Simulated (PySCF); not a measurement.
Solvent effects on NMR parameters

Molfile (atoms numbered from 1):
```
C6H7F3Si
     RDKit          3D

 17 17  0  0  0  0  0  0  0  0999 V2000
    3.7529   -1.6219   -1.4177 F   0  0  0  0  0  0  0  0  0  0  0  0
    3.2481   -0.8924   -0.4572 C   0  0  0  0  0  0  0  0  0  0  0  0
    4.1602   -0.4923    0.3962 F   0  0  0  0  0  0  0  0  0  0  0  0
    1.9465   -0.5806   -0.3426 C   0  0  0  0  0  0  0  0  0  0  0  0
    1.1330   -1.0627   -1.2911 F   0  0  0  0  0  0  0  0  0  0  0  0
    1.3957    0.2220    0.7229 C   0  0  0  0  0  0  0  0  0  0  0  0
    0.1087    0.5867    0.9051 C   0  0  0  0  0  0  0  0  0  0  0  0
   -1.0705    0.2694    0.0926 C   0  0  2  0  0  0  0  0  0  0  0  0
   -2.3103    1.1775    0.1954 C   0  0  0  0  0  0  0  0  0  0  0  0
   -2.5947   -0.5154    0.8935 Si  0  0  0  0  0  4  0  0  0  0  0  0
    2.1336    0.5562    1.4554 H   0  0  0  0  0  0  0  0  0  0  0  0
   -0.0892    1.1964    1.7952 H   0  0  0  0  0  0  0  0  0  0  0  0
   -0.8591   -0.1113   -0.9102 H   0  0  0  0  0  0  0  0  0  0  0  0
   -2.2261    2.0202    0.8915 H   0  0  0  0  0  0  0  0  0  0  0  0
   -2.7777    1.4615   -0.7530 H   0  0  0  0  0  0  0  0  0  0  0  0
   -3.3630   -1.5170    0.1146 H   0  0  0  0  0  0  0  0  0  0  0  0
   -2.6046   -0.6865    2.3665 H   0  0  0  0  0  0  0  0  0  0  0  0
  1  2  1  0
  2  3  1  0
  2  4  2  0
  4  5  1  0
  4  6  1  0
  6  7  2  0
  7  8  1  0
  8  9  1  0
  9 10  1  0
 10  8  1  0
  6 11  1  0
  7 12  1  0
  8 13  1  6
  9 14  1  0
  9 15  1  0
 10 16  1  0
 10 17  1  0
M  END
```

GIAO PBE0/pcSseg-1 in PySCF 2.14 on one PBE0-D3(BJ)/def2-SVP conformer, non-relativistic, equivalent nuclei averaged. Solvents enter as an IEF-PCM continuum (cyclohexane with ε = 2.0, benzene with ε = 2.3) around the gas-phase geometry. Shifts are referred to CFCl3, TMS computed in the same medium.

Gas phase, δ in ppm: F1 -108.6, F3 -120.6, F5 -193.9, C2 161.7, C7 143.1, C4 137.4, C6 112.9, C8 13.1, C9 2.6, Si10 -130.3, H11 5.54, H12 5.15, H16 2.98, H13 2.73. Dipole moment 2.10 D.

Q: How does each δ change in the continuum?

A: 
| atoms | environment | Δδ, cyclohexane | Δδ, benzene |
| --- | --- | --- | --- |
| F1 | vinylic fluorine | -0.6 | -0.7 |
| F3 | vinylic fluorine | +0.4 | +0.5 |
| F5 | vinylic fluorine | +0.3 | +0.4 |
| C2 | fully substituted alkene carbon | +0.3 | +0.4 |
| C7 | alkene CH | +1.6 | +1.8 |
| C4 | fully substituted alkene carbon | +0.6 | +0.7 |
| C6 | alkene CH | -0.4 | -0.4 |
| C8 | three-membered-ring carbon | +0.5 | +0.6 |
| C9 | three-membered-ring carbon | +0.1 | +0.1 |
| Si10 | silicon bonded to 2 C, 2 H, in a 3-membered ring | +0.2 | +0.2 |
| H11 | hydrogen on an alkene CH | +0.05 | +0.05 |
| H12 | hydrogen on an alkene CH | +0.13 | +0.15 |
| H16 | hydrogen on a silicon bonded to 2 C, in a 3-membered ring | +0.02 | +0.03 |
| H13 | hydrogen on a three-membered-ring carbon | -0.02 | -0.02 |

Changes are relative to the gas phase. The dipole moment becomes 2.34 D in cyclohexane, 2.37 D in benzene.

Q: Which nuclei move most (in ppm), and what does the model miss?

A: C7 (alkene CH, +1.8 ppm) in benzene. A continuum only polarises the solute; specific hydrogen bonds, the anisotropy of aromatic solvents and changes of geometry or conformer are outside it.
